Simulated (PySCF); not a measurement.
What the low excited states add to the polarisability

Species: C4H9FSSi.
Geometry (GFN2-xTB, Å), atoms numbered from 1 in this order:
```
atom  x, y, z in Å
F1    -1.8874   -0.6495    1.7564
C2    -2.3744    0.1488    0.7794
S3    -3.0778   -0.6450   -0.6682
C4    -1.5628    0.3352   -0.4464
C5    -0.2284   -0.3544   -0.5747
C6     0.8623    0.4799    0.0928
Si7    2.5873   -0.3161   -0.0480
H8    -2.9469    0.9604    1.2186
H9    -1.6171    1.3161   -0.9105
H10   -0.2858   -1.3382   -0.1057
H11   -0.0009   -0.4965   -1.6329
H12    0.6071    0.6169    1.1450
H13    0.8759    1.4748   -0.3575
H14    2.5667   -1.6315    0.5903
H15    2.9258   -0.4565   -1.4659
H16    3.5488    0.5645    0.6160
```

Method used: TDDFT PBE0/def2-SVPD, vertical, gas phase, core orbitals frozen in the response (PySCF).

Excitation energies and transition dipoles (atomic units, axes of the coordinates) of those of the lowest 8 singlets that add 0.02 au or more to the mean polarisability:

| state | ΔE (hartree) | μx | μy | μz |
| --- | --- | --- | --- | --- |
| S1 | 0.1878 | -0.127 | 0.001 | -0.021 |
| S2 | 0.2342 | -0.201 | -0.148 | -0.204 |
| S3 | 0.2413 | 0.504 | -0.228 | 0.152 |
| S4 | 0.2533 | 0.248 | 0.135 | 0.086 |
| S5 | 0.2703 | 0.301 | 0.140 | 0.206 |
| S6 | 0.2720 | 0.262 | 0.143 | -0.261 |
| S7 | 0.2749 | 0.762 | 0.073 | -0.052 |
| S8 | 0.2781 | -0.436 | 0.072 | -0.257 |

Q: What does each state add to αxx, αyy and αzz, and how do the sums compare with the full static tensor?

A: Each state adds 2 μα² / ΔE.

```tsv
state	αxx (au)	αyy (au)	αzz (au)
S1	0.17	0.00	0.00
S2	0.35	0.19	0.36
S3	2.11	0.43	0.19
S4	0.49	0.14	0.06
S5	0.67	0.14	0.32
S6	0.50	0.15	0.50
S7	4.23	0.04	0.02
S8	1.37	0.04	0.47
all 8 states	9.9	1.1	1.9
full response	120.4	83.0	85.5
share (%)	8	1	2
```

The rest comes from the higher roots of the same response equations.

Q: Give the full tensor and its principal values.

A: In au, rows and columns x, y, z:
```
x   120.4   3.6   4.4
y     3.6  83.0   3.2
z     4.4   3.2  85.5
```
Principal values 80.8, 86.7 and 121.4 au; mean 96.3 au (14.27 Å³).

Q: By how much does the contribution of these states grow at 589.3 nm?

A: With ω = 0.0773 hartree each state's term in the mean polarisability goes from f / ΔE² to f / (ΔE² − ω²), f = (2/3) ΔE |μ|²; the sum over all 8 states goes from 4.31 to 4.73 au, a rise of 0.42 au.

A one-level model with all 42 active electrons at a single energy would need ΔE = √(N/α) = 18.0 eV to give this α, against S1 at 5.11 eV.

One conformer stands for the species.
